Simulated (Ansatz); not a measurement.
Br$_{2}$FIn, SMILES `[F][In]([Br])[Br]`, 4 atoms. Total charge 0; spin multiplicity 1. Correlated methods include outer-core shells of Br, In, which these sets cover unevenly. Scalar relativity is left out up to krypton. In: def2 effective core potential. All runs use 4 threads of a server CPU on a shared host. Correlated methods freeze the cores.

(1) Give the basis size and wall time and peak host memory of each of these runs in Ansatz. RHF-MP2/def2-QZVPP energy; RKS HSE06-D4/def2-TZVPP energy; RKS r2SCAN0-D4/def2-TZVPP energy; direct RPA on PBE orbitals/def2-TZVPP energy; RKS PBE0-D4/def2-SVP energy; RHF-CCSD(T)/def2-SVP energy; RKS ωB97X-V/def2-TZVPP energy; RKS BHLYP-D4/def2-TZVPP energy; RKS PBE0-D4/def2-TZVP frequencies; RKS PBE0-D4/def2-QZVPP energy; RKS PBE0-D4/def2-TZVP relaxation (4 steps); RHF-CCSD(T)/def2-TZVPP energy. (Best estimate.)

## Answers

(1) The calculation gave: Other jobs shared the machine, so times are rough.

| level | job | functions | wall time | peak host memory (GiB) |
| --- | --- | --- | --- | --- |
| RKS PBE0-D4/def2-SVP | energy | 104 | 1.4 s | 0.26 |
| RKS BHLYP-D4/def2-TZVPP | energy | 177 | 3.2 s | 0.64 |
| RKS HSE06-D4/def2-TZVPP | energy | 177 | 3.2 s | 0.63 |
| RHF-CCSD(T)/def2-SVP | energy | 104 | 3.6 s | 0.36 |
| direct RPA on PBE orbitals/def2-TZVPP | energy | 177 | 4.5 s | 0.42 |
| RKS r2SCAN0-D4/def2-TZVPP | energy | 177 | 5.5 s | 0.63 |
| RKS ωB97X-V/def2-TZVPP | energy | 177 | 6.5 s | 0.72 |
| RKS PBE0-D4/def2-QZVPP | energy | 317 | 8 s | 1.3 |
| RHF-MP2/def2-QZVPP | energy | 317 | 13 s | 1.3 |
| RKS PBE0-D4/def2-TZVP | relaxation (4 steps) | 177 | 21 s | 0.58 |
| RHF-CCSD(T)/def2-TZVPP | energy | 177 | 35 s | 1.4 |
| RKS PBE0-D4/def2-TZVP | frequencies | 177 | 48 s | 0.58 |

HSE06 is defined as in plane-wave codes.
